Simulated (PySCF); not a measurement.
## Working out the ionisation energy of Fe²⁺

Fe²⁺ [Ar] 3d6 (5D) → Fe³⁺ [Ar] 3d5 (6S). All numbers are calculated (PySCF 2.14, the non-relativistic Hamiltonian (point nucleus), in def2-TZVPPD (6s6p4d2f1g, 67 functions)). Frozen: [Ne]. Energies in hartree (1 hartree = 27.21139 eV):

| part | Fe²⁺ (lower) | Fe³⁺ (upper) |
| --- | --- | --- |
| UHF | -1261.639579 | -1260.591248 |
| MP2 opposite-spin | -0.289011 | -0.232142 |
| MP2 same-spin | -0.151276 | -0.132391 |

Task: What does Hartree-Fock give?

Result: (-1260.591248) − (-1261.639579) = 1.048331 hartree = 28.527 eV.

Task: What do MP2 and SCS-MP2 (6/5 opposite-spin, 1/3 same-spin) give?

Result: The opposite-spin parts differ by 1.547 eV and the same-spin parts by 0.514 eV. MP2: 28.527 + (1.547) + (0.514) = 30.588 eV. SCS-MP2: 28.527 + 1.2 × (1.547) + (0.514)/3 = 30.555 eV.

A first-order spin-orbit estimate adds 0.054 eV to MP2 (valence and next inner shell), giving 30.642 eV against 30.651 ± 0.012 eV (measured; NIST Atomic Spectra Database, ionization energies).

The calculation is non-relativistic.

What remains against the reference includes basis incompleteness, the frozen core and correlation beyond second order.
